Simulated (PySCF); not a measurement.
Species: C2H9BN2OSi.
Atom-mapped SMILES: `[SiH3:1][O:2][B:3]1[NH:4][CH2:5][CH2:6][NH:7]1` (hydrogens: H8, H9, H10 on Si1; H11 on N4; H12, H13 on C5; H14, H15 on C6; H16 on N7)

Method: PBE0-D3(BJ)/def2-SVP geometry optimisation, gas phase in PySCF 2.14.0.

Q: What internal coordinates does the optimisation give?

A: 
```
                   bond  length (Å)
                 Si1–O2       1.657
                  O2–B3       1.372
           B3–N4, B3–N7       1.426
           N4–C5, C6–N7       1.448
                  C5–C6       1.538
Si1–H8, Si1–H9, Si1–H10       1.493
         N4–H11, N7–H16       1.009
C5–H12 and 3 like bonds       1.106
```

Bonds in one row agree within 0.01 Å and their mean is given. A selection of angles:
```
     angle  degrees
 O2–Si1–H8    111.0
 O2–Si1–H9    109.0
 H8–Si1–H9    109.0
 Si1–O2–B3    135.3
  O2–B3–N4    127.7
  O2–B3–N7    124.4
  N4–B3–N7    107.9
  B3–N4–C5    108.8
 B3–N4–H11    126.5
 C5–N4–H11    118.6
  N4–C5–C6    103.6
 N4–C5–H12    111.8
 N4–C5–H13    113.1
 C6–C5–H12    109.9
 C6–C5–H13    111.3
H12–C5–H13    107.2
 B3–N7–H16    125.4
```

Dihedral angles: Si1–O2–B3–N4 -6° (synperiplanar); O2–B3–N4–C5 172° (antiperiplanar); B3–N4–C5–C6 22° (synperiplanar); N4–C5–C6–N7 -27° (synperiplanar); C5–C6–N7–B3 22° (synperiplanar); O2–B3–N7–C6 170° (antiperiplanar). The mirror-image conformer, all signs reversed, is as good.

Si1 (oxygen-bound silicon) is tetrahedral (angles from 108.8° to 111.0°). The 5-membered ring B3–N4–C5–C6–N7 has internal angles of 103.4° to 109.1° (sum 533°, against 540° for a flat polygon); it is puckered, 0.11 Å rms from its mean plane, widest ring torsion 27°. N4 (boron-bound nitrogen) has angles 126.5°, 118.6° and 108.8°, sum 354.0°, 0.18 Å off the plane of its three neighbours. B3 (three-coordinate boron) is planar (angles 127.7°, 124.4° and 107.9°, sum 360.0°, 0.00 Å off the plane of its three neighbours). Of the pairs four or more bonds apart, Si1···H11 is among the closest relative to their van der Waals radii: 3.32 Å, 100 % of the sum of Bondi's values. O2 (boron-bound oxygen) is bent (angle 135.3°).

Point group: C1 (no symmetry element, even within 0.4 Å). Not checked by PBE0-D3(BJ)/def2-SVP frequencies. The numbers are those of one conformer.
